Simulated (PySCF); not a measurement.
C4H4, SMILES C(=C=C)=C.

The structure is a stationary point at B3LYP-D3(BJ)/def2-SVP.

Level of theory: HF/def2-TZVPD (PySCF).

Symmetry labels are those of the subgroup D2h that the program uses (full group D2h).

Computed valence orbital energies around the gap with their symmetry:
```json
[
 {"orbital": "HOMO−7", "symmetry": "Ag", "energy (eV)": "-24.29"},
 {"orbital": "HOMO−6", "symmetry": "B1u", "energy (eV)": "-18.75"},
 {"orbital": "HOMO−5", "symmetry": "Ag", "energy (eV)": "-17.66"},
 {"orbital": "HOMO−4", "symmetry": "B2u", "energy (eV)": "-16.94"},
 {"orbital": "HOMO−3", "symmetry": "B3g", "energy (eV)": "-16.35"},
 {"orbital": "HOMO−2", "symmetry": "B3u", "energy (eV)": "-12.91"},
 {"orbital": "HOMO−1", "symmetry": "B2u", "energy (eV)": "-10.18"},
 {"orbital": "HOMO", "symmetry": "B2g", "energy (eV)": "-9.13"},
 {"orbital": "LUMO", "symmetry": "B3u", "energy (eV)": "1.84"},
 {"orbital": "LUMO+1", "symmetry": "Ag", "energy (eV)": "1.84"},
 {"orbital": "LUMO+2", "symmetry": "B1u", "energy (eV)": "2.20"},
 {"orbital": "LUMO+3", "symmetry": "Ag", "energy (eV)": "3.11"}
]
```
